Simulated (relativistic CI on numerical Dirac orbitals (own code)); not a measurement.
## One change at a time: Hf⁵⁵⁺

Base calculation: Dirac-Coulomb-Breit CI, separate exchange-only KLI orbitals for each configuration, QED by a radiative potential, unscaled Slater integrals.

Configuration list (outside the closed core [Ne]): 3s2 3p5, 3s 3p6, 3s2 3p4 3d, 3s 3p5 3d, 3p6 3d, 3s 3p4 3d2, 3s2 3p3 3d 4p, 3p6 4s, 3s 3p4 3d 4s, 3s2 3p4 4s, 3p6 4p, 3s2 3p4 4p, 3s2 3p3 3d2, 3s2 3p2 3d3, 3s 3p3 3d3, 3s2 3p2 3d2 4s, 3s2 3p2 3d2 4p. Double excitations out of closed p, d and f shells are left out; levels of such configurations are missing from the list, as are those of other unlisted configurations, and high levels can miss mixing partners.

The lowest level and the first level of each name with at least 55 % of one term (blank where a level has no safe partner in the second run):

```json
{"Level": "3s2 3p5 2P°_3/2", "Base (eV)": "0.000", "Shift (eV)": "0.000"}
{"Level": "3s2 3p4 3d 2D_3/2", "Base (eV)": "255.929", "Shift (eV)": ""}
{"Level": "3s2 3p4 3d 4F_9/2", "Base (eV)": "301.153", "Shift (eV)": "-83.882"}
{"Level": "3s2 3p5 2P°_1/2", "Base (eV)": "304.842", "Shift (eV)": "-304.842"}
{"Level": "3s2 3p4 3d 2P_1/2", "Base (eV)": "307.094", "Shift (eV)": "-88.182"}
{"Level": "3s 3p6 2S_1/2", "Base (eV)": "490.406", "Shift (eV)": "-343.103"}
{"Level": "3s2 3p4 3d 4D_1/2", "Base (eV)": "521.211", "Shift (eV)": ""}
{"Level": "3s2 3p4 3d 2G_7/2", "Base (eV)": "541.220", "Shift (eV)": "-312.156"}
{"Level": "3s2 3p4 3d 2G_9/2", "Base (eV)": "609.650", "Shift (eV)": "-380.586"}
{"Level": "3s 3p5 3d 4P°_1/2", "Base (eV)": "699.217", "Shift (eV)": "-351.416"}
```

At this charge energies of transitions that change n are usually good to better than 1 %, and those within a shell (Δn = 0) to a few per cent.

Question: One thing was changed in a second run, which moved the levels as shown. Which?
A. configuration mixing switched off
B. Breit term removed
C. non-relativistic limit
D. QED terms removed
E. valence Slater integrals scaled by 0.9

Answer: C. Non-relativistic limit. Without relativity the fine structure collapses and s electrons lose their extra binding.

LS names give the leading component of a level, which can be under half, so a name can repeat, a term be missing and a line seem to break the LS rules.
